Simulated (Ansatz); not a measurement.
`C[SiH2]C(O)F` + `[NH2][W](=[O])([OH])=[S]` → `C[O][W]([NH2])(=[O])=[S]` + `OC(F)[SiH3]`  (substitution at a C–Si bond)

Gas-phase electronic energies from Ansatz, PBE0-D4/def2-TZVP geometries. CBS: MP2 limit from def2 TZ/QZ plus the TZ coupled-cluster correction, frozen cores. Functionals use def2-TZVPP. B3LYP here is the variant with VWN-RPA as its local correlation; programs differ in this. Elements past krypton have def2 core potentials. For W outer-core shells are correlated without core-valence functions, which leaves a few kJ/mol of doubt a bond. One conformer a species, not always the lowest.

| level | ΔE (eV) |
| --- | --- |
| B2PLYP | 0.87 |
| PBE | 0.91 |
| B3LYP | 0.85 |
| CCSD/CBS(def2) | 0.94 |

(1) What does CCSD(T)/CBS give? (An estimate is asked.)

Largest T1 diagnostic among the species: 0.022, so the coupled-cluster value is less sure than usual.

Results:

(1) Computed: +0.93 eV. The listed levels differ from it by -0.06, -0.02, -0.08, 0.01 eV.

In def2-TZVPP, CCSD(T) changes the Hartree–Fock value by +0.10 eV (the triples alone add −0.01 eV) and MP2 by +0.14 eV.
